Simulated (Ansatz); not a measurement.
`[CH3][Al]([SiH3])[Br]` + `C[SiH2][CH2][AlH2]` → `[CH3][Al]([AlH2])[SiH3]` + `C[SiH2]CBr`  (redistribution)

Calculated with Ansatz (gas phase, PBE0-D4/def2-TZVP geometries, no zero-point term in ΔE). CCSD(T)/CBS is the MP2 limit (def2-TZVPP, def2-QZVPP) plus CCSD(T) − MP2 in def2-TZVPP, frozen cores. Functionals use def2-TZVPP. B3LYP here is the variant with VWN-RPA as its local correlation; programs differ in this. For Br outer-core shells are correlated without core-valence functions, which leaves a few kJ/mol of doubt a bond. Scalar relativity is left out up to krypton. Each species was taken in one conformer, which may not be the lowest.

| level | ΔE (eV) |
| --- | --- |
| B3LYP-D4 | 2.50 |
| PBE | 2.33 |
| r2SCAN | 2.58 |
| B3LYP | 2.48 |
| HF/def2-TZVPP | 2.61 |
| MP2/def2-TZVPP | 2.66 |
| SCS-MP2/def2-TZVPP | 2.57 |
| SCS-MP2/def2-QZVPP | 2.61 |

Question: What does CCSD(T)/CBS give? (Best estimate.)

Answer: The calculation gave: +2.55 eV. The listed levels differ from it by -0.05, -0.22, 0.03, -0.07, 0.06, 0.11, 0.02, 0.06 eV.

Largest T1 diagnostic among the species: 0.012.

From PBE to PBE0 (25 % exact exchange), in def2-TZVPP and without D4, ΔE moves by +0.10 eV.
